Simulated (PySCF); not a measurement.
C$_{2}$H$_{3}$AlFNO$_{2}$, singlet, at a GFN2-xTB geometry (such geometries of metal compounds can be far from the true shape).

Here is a job for PySCF.
```python
from pyscf import gto, scf, mcscf, mrpt
import numpy

mol = gto.Mole()
mol.atom = '''
    Al   -0.410830   -0.510406    0.178708
    F    -1.107442   -1.305370    1.435108
    N     0.645130    0.869527    0.559194
    C     1.310896    1.751548    1.009024
    O     1.963283    2.613703    1.409721
    O    -0.697551   -0.996053   -1.351307
    C    -0.790897   -1.218600   -2.731824
    H    -0.367312   -2.195919   -2.972102
    H    -1.840532   -1.198528   -3.032392
    H    -0.246152   -0.447534   -3.279547
'''
mol.basis = 'sto-3g'
mol.charge = 0
mol.spin = 0
mol.verbose = 4
mol.build()

mf = scf.RHF(mol)
mf.kernel()
mc = mcscf.CASSCF(mf, 6, 4)
mc.fix_spin_(ss=0.0)
mc.kernel()
occ = numpy.linalg.eigvalsh(mc.fcisolver.make_rdm1(mc.ci, mc.ncas, mc.nelecas))[::-1]
ss = mc.fcisolver.spin_square(mc.ci, mc.ncas, mc.nelecas)[0]
print('natural occupations', occ.round(4), ' <S^2>', round(ss, 4))
e2 = mrpt.NEVPT(mc).kernel()
print('E(NEVPT2) = %.10f' % (mc.e_tot + e2))
```

**Question.** Predict the SCF-reference Mulliken (on the basis functions themselves) charges in atom order from PySCF with CASSCF(4,6)+NEVPT2/STO-3G.

**Answer.** Al1 1.32, F2 -0.37, N3 -0.60, C4 0.36, O5 -0.29, O6 -0.55, C7 -0.03, H8 0.05, H9 0.05, H10 0.05

**Question.** What natural occupations of the active orbitals does CASSCF(4,6)+NEVPT2/STO-3G give?

**Answer.** 1.95, 1.95, 0.05, 0.05, 0.00, 0.00

**Question.** What is the computed NEVPT2 correction (CASSCF(4,6)+NEVPT2/STO-3G)?

**Answer.** -0.2344 Eh

**Question.** What SCF-reference dipole moment does CASSCF(4,6)+NEVPT2/STO-3G give?

**Answer.** 2.77 D

**Question.** What number of basis functions does CASSCF(4,6)+NEVPT2/STO-3G give?

**Answer.** 42
